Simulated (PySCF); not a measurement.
## Structure from 2D NMR

Compound of formula C$_{7}$H$_{7}$ClO$_{3}$. Correlations simulated from computed shifts and the bond graph:

HSQC (one-bond C–H):
```
  δH     δC
6.72  146.1
6.38  118.6
3.99   54.0
3.28   34.1
```

COSY cross peaks (H two or three bonds apart, from the bond graph; peaks can be absent where the dihedral angle is near 90°):
```
  δH    δH
6.38  3.28
```

HMBC (two and three bonds, from the bond graph):
```
  δH                          δC
6.72          148.4, 123.0, 34.1
6.38   168.5, 148.4, 123.0, 34.1
3.99                       168.5
3.28  148.4, 146.1, 123.0, 118.6
```

Carbons without hydrogens: δ 168.5, 148.4, 123.0.

[PySCF: structure optimised with GFN2-xTB; GIAO PBE0/pcSseg-1 shieldings; single conformer; rapidly exchanging positions averaged; no solvent model; relativity neglected]

Scale: TMS for ¹H, ¹³C (reference shieldings calculated alike).

Exchangeable hydrogens are left out of these lists.

Problem. Work out the connectivity.

Solution. SMILES COC(=O)C1=CCC(Cl)=CO1.

Mapped SMILES: `[CH3:1][O:2][C:3](=[O:4])[C:5]1=[CH:6][CH2:7][C:8]([Cl:9])=[CH:10][O:11]1`. Hydrogens are named by the atom that carries them.

- δC 168.5 is C3, an ester carbonyl carbon.
- δC 148.4 is C5, an alkene carbon bearing oxygen.
- δC 146.1 is C10, an alkene carbon bearing oxygen (δH 6.72).
- δC 123.0 is C8, a β carbon of an enol-ether or enamine type C=C.
- δC 118.6 is C6, a β carbon of a C=C–C=O unit (δH 6.38).
- δC 54.0 is C1, a methyl carbon bonded to O (δH 3.99).
- δC 34.1 is C7, an allylic sp3 CH2 (δH 3.28).
- HMBC from δH 6.72 reaches the proton-free carbons C5, C8.
- HMBC from δH 6.38 reaches the proton-free carbons C3, C5, C8.
- HMBC from δH 3.99 reaches the proton-free carbon C3.
- HMBC from δH 3.28 reaches the proton-free carbons C5, C8.
- COSY links 6.38–3.28.

The shifts were computed for this structure.

Carbons that carry Cl, above all several Cl atoms, come out too deshielded, partly because spin–orbit coupling is missing. Shifts are as computed. Against solution values, carbons near 30 ppm lie about +3 ppm off and those near 130 ppm about +5 ppm; carbons on Cl a further +6 ppm. Of 1211 compounds with measured shifts, 218 miss one by over three times the rms of a fit or turn the order of signals round; such compounds aren't used in these exercises.
